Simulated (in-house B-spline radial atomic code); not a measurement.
Configurations of the copper ion Cu⁵⁺, with energies counted from [Ar] (3d3/2)4 (3d5/2)2. Method: Dirac-Hartree-Fock, average of each configuration as written, Fermi nucleus of rms radius 3.8823 fm. Calculated with a radial B-spline atomic code at the basis-set limit. Energies include first-order Breit, QED and recoil terms.

Occupations are held fixed; configurations that lie above the ionisation limit could autoionise.

```
                                        configuration  E - E(ref) (eV)  highest orbital  its <r> (bohr)
                                        [Ar] (3d5/2)6          0.48115            3d5/2          0.7595
                           [Ar] (3d3/2)1 (3d5/2)4 5s1           71.084            5s1/2           3.368
                           [Ar] (3d3/2)2 (3d5/2)3 6s1           85.238            6s1/2           5.457
[Ne] 3s2 (3p1/2)2 (3p3/2)3 (3d3/2)4 (3d5/2)2 (5f5/2)1           159.48            5f5/2            5.04
              [Ne] 3s2 (3p1/2)2 (3p3/2)3 (3d5/2)6 7s1           169.79            7s1/2           8.043
[Ne] 3s2 (3p1/2)2 (3p3/2)3 (3d3/2)3 (3d5/2)3 (7f5/2)1           171.62            7f5/2           10.96
         [Ne] 3s2 (3p1/2)2 (3p3/2)3 (3d5/2)6 (7d5/2)1           173.02            7d5/2           9.704
```

Problem. Order these further configurations by energy, lowest first.
A. [Ar] (3d3/2)3 (3d5/2)2 4s1
B. [Ar] (3d5/2)5 (5p3/2)1
C. [Ar] (3d3/2)3 (3d5/2)3
D. [Ne] 3s2 (3p1/2)1 (3p3/2)4 (3d3/2)4 (3d5/2)2 (4d3/2)1
E. [Ar] (3d3/2)2 (3d5/2)3 (5g7/2)1

Solution. C (0.96332 eV), A (35.832 eV), B (74.984 eV), E (88.202 eV), D (144.36 eV).

Problem. How far above the reference does [Ar] (3d3/2)1 (3d5/2)5 lie?

Solution. 1.2038 eV; its least bound orbital is 3d3/2 with <r> = 0.7589 bohr.

Problem. How far above the reference does [Ar] (3d5/2)5 (5f5/2)1 lie?

Solution. 87.422 eV; its least bound orbital is 5f5/2 with <r> = 5.106 bohr.
